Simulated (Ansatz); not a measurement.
`[NH2][GaH][AlH2]` + `BO[SiH3]` → `[AlH2][BH]O[SiH3]` + `[NH2][GaH2]` at 500 K and 1 bar (formal exchange of groups at the Al–Ga bond).

Program: Ansatz. Geometries: PBE0-D4/def2-TZVP. ΔE: electronic, gas phase. CCSD(T)/CBS is the MP2 limit (def2-TZVPP, def2-QZVPP) plus CCSD(T) − MP2 in def2-TZVPP, frozen cores. For Ga outer-core shells are correlated without core-valence functions, which leaves a few kJ/mol of doubt a bond. Scalar relativity is left out up to krypton. Each species was taken in one conformer, which may not be the lowest.

```json
{"species": "`[NH2][GaH][AlH2]`", "CCSD(T)/CBS energy (Eh)": "-2223.66218", "H − E (kJ/mol)": "162.6", "S (J/(mol·K))": "398.9"}
{"species": "`BO[SiH3]`", "CCSD(T)/CBS energy (Eh)": "-392.11480", "H − E (kJ/mol)": "167.4", "S (J/(mol·K))": "338.5"}
{"species": "`[AlH2][BH]O[SiH3]`", "CCSD(T)/CBS energy (Eh)": "-634.69802", "H − E (kJ/mol)": "193.7", "S (J/(mol·K))": "425.7"}
{"species": "`[NH2][GaH2]`", "CCSD(T)/CBS energy (Eh)": "-1981.05479", "H − E (kJ/mol)": "130.3", "S (J/(mol·K))": "302.1"}
```

H − E and S are ideal-gas, rigid-rotor, harmonic terms from PBE0-D4/def2-TZVP, for one conformer and one mirror image of each species. 1 Eh = 2625.50 kJ/mol, R = 8.31446 J/(mol·K).

Q: By hand: ΔE, ΔH, ΔS and ΔG.

A: ΔE = (-634.69802) + (-1981.05479) − (-2223.66218) − (-392.11480) = 0.02417 Eh = 63.5 kJ/mol. Δ(H − E) = 193.7 + 130.3 − 162.6 − 167.4 = -6.0, so ΔH = 57.5 kJ/mol. ΔS = 425.7 + 302.1 − 398.9 − 338.5 = -9.6 J/(mol·K). ΔG = 57.5 − 500 × (-9.6)/1000 = 62.3 kJ/mol.

Q: By hand: the equilibrium constant, and the temperature at which ΔG would vanish if ΔH and ΔS stayed fixed.

A: log₁₀ K = −ΔG/(RT ln 10) = -6.5. ΔH and −TΔS have one sign here, so there is no such temperature.

The number of gas molecules stays the same, so ΔS is small and ΔH decides. A doubt of 5 kJ/mol in ΔE shifts log₁₀ K by 0.5 here. Other conformers and mirror images would add mixing entropy, several J/(mol·K) or more a flexible species. Modes under 60 cm⁻¹, often nearly free rotors, make the harmonic entropy too high. These are equilibria of isolated gas molecules and say nothing of rates. Largest T1 diagnostic: 0.015 (customary marks: 0.02 for closed shells, 0.045 for open ones).

ΔS is within the doubt of such terms, so its sign, and with it that verdict, could turn.
